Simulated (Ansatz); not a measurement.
Z-matrix (Å, degrees):
```
C
C 1 1.524
H 1 1.093 2 112.2
H 1 1.094 2 111.4 3 -120.4
H 1 1.094 2 111.4 3 120.4
Si 2 1.913 1 114.2 3 -179.8
H 2 1.099 1 110.5 3 -58.3
H 2 1.099 1 110.5 3 58.4
N 6 1.709 2 98.0 1 -179.4
H 9 1.010 6 126.3 2 0.0
H 9 1.007 6 121.7 2 -179.9
```

Total charge 0; spin multiplicity 1.

Question: List the r2SCAN/def2-TZVPP orbital energies in eV (Ansatz). (An estimate is asked.)

Answer: The calculation gave: Occupied: -1790.64, -385.27, -272.69, -272.49, -140.99, -95.98, -95.83, -95.73, -22.43, -19.50, -15.81, -12.82, -12.55, -11.10, -10.64, -9.10, -8.61, -7.89, -7.18, -5.07. Lowest empty: -1.87, 0.35, 1.20, 2.46, 2.51, 2.57, 2.84, 3.40.
